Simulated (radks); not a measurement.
Values are calculated unless marked as measured or tabulated.
Initial-state core-level shifts of the calcium ion Ca+ when its valence configuration changes from [Ar] 4s1. Code: a radial shooting solver on a logarithmic mesh with Libxc functionals. Model: scalar-relativistic Kohn-Sham, BLYP, spin-polarised, spherical densities, finite nucleus; open shells are filled with parallel spins first; Fermi nuclear charge, rms radius 3.4776 fm. Shifts are changes of the shell-averaged eigenvalues in eV (positive: less bound); the change of the density at the nucleus, which sets a Mossbauer isomer shift, is in e/bohr^3, on a base of 6195.

valence,1s,2p,3s,3p,density at nucleus
4p1,-1.253,-1.255,-1.225,-1.203,-3.0301
3d1,+3.635,+4.254,+3.847,+3.641,-3.7426
3d0.5 4s0.5,+2.023,+2.365,+2.108,+1.993,-2.0281
4s0.5 4p0.5,-0.631,-0.632,-0.618,-0.607,-1.5069
